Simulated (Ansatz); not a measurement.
[WO3F]- (WO₃F⁻), relaxed as a singlet with RKS r2SCAN-D4/def2-SVPD in Ansatz, starting from the GFN2-xTB geometry. Force threshold 0.02 eV/Å.

In the def2 sets W takes a core potential; there is no spin–orbit coupling.

Start:

Cartesian coordinates in Å:
```
W -0.065 -0.037 -0.059
O 0.800 -0.890 -1.270
O -1.052 -1.076 0.884
O -0.950 1.284 -0.705
F 1.267 0.719 1.151
```

```json
{"step": "1", "energy (eV)": "-10682.4939", "largest force component (eV/Å)": "3.339", "SCF passes": "18"}
{"step": "2", "energy (eV)": "-10682.6922", "largest force component (eV/Å)": "1.023", "SCF passes": "33"}
{"step": "3", "energy (eV)": "-10682.7182", "largest force component (eV/Å)": "0.117", "SCF passes": "28"}
{"step": "4", "energy (eV)": "-10682.7186", "largest force component (eV/Å)": "0.081", "SCF passes": "22"}
{"step": "5", "energy (eV)": "-10682.7189", "largest force component (eV/Å)": "0.007", "SCF passes": "24"}
```

Force components are those of the run's own axes.

End:

```xyz
5

W    -0.019   -0.011   -0.017
O     0.782   -0.908   -1.298
O    -1.080   -1.095    0.868
O    -0.977    1.278   -0.729
F     1.294    0.735    1.176
```

By distances, no bond broke or formed. The bond that changes most is W1–O3, from 1.72 to 1.76 Å (atoms count from 1).

No frequencies were taken in this run, so the end may be a saddle point.

Run time 9 s (4 threads of Arm Neoverse V2 on a shared host).
